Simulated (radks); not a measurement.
Values are calculated unless marked as measured or tabulated.
Ionisation of Cu+, [Ar] 3d10, to Cu2+, [Ar] 3d9, under several functionals. Scalar-relativistic Kohn-Sham, spin-polarised, spherical densities, finite nucleus; open shells are filled with parallel spins first; a radial shooting solver on a logarithmic mesh with Libxc functionals.

| functional | E(Cu+) (hartree) | Exc (hartree) | IE (eV) | -e(HOMO) (eV) | <r> HOMO (bohr) | IE error (eV) |
|---|---|---|---|---|---|---|
| HCTH/407 | -1655.61864 | -68.60085 | 21.430 | 13.949 | 1.003 | +1.137 |
| MS2 meta-GGA | -1654.60397 | -67.43231 | 20.901 | 13.544 | 1.014 | +0.609 |
| revPBE | -1654.69768 | -67.54369 | 20.941 | 13.533 | 1.014 | +0.648 |
| XLYP | -1655.16925 | -68.00212 | 21.167 | 13.766 | 1.018 | +0.875 |
| exchange-only B88 | -1653.54797 | -66.34882 | 20.040 | 12.754 | 1.022 | -0.252 |
| r2SCAN | -1654.80812 | -67.65749 | 21.032 | 13.631 | 1.007 | +0.739 |
| BLYP | -1654.89763 | -67.72681 | 21.121 | 13.721 | 1.018 | +0.828 |
| PBE | -1654.54239 | -67.38072 | 21.070 | 13.659 | 1.015 | +0.778 |
| TASK exchange with Perdew-Wang LDA correlation | -1654.21427 | -67.11137 | 20.478 | 13.011 | 0.9886 | +0.185 |
| RPBE | -1654.75584 | -67.60231 | 20.941 | 13.534 | 1.015 | +0.649 |
| SOGGA | -1652.97793 | -65.79226 | 20.917 | 13.511 | 1.014 | +0.625 |

NIST Atomic Spectra Database: 20.292 eV (measured). Closest: TASK exchange with Perdew-Wang LDA correlation. The Delta-SCF values span 1.39 eV, the total energies 2.64 hartree. The highest occupied level is 3d. Open shells are spherical and high-spin; term and fine-structure splittings are not resolved.
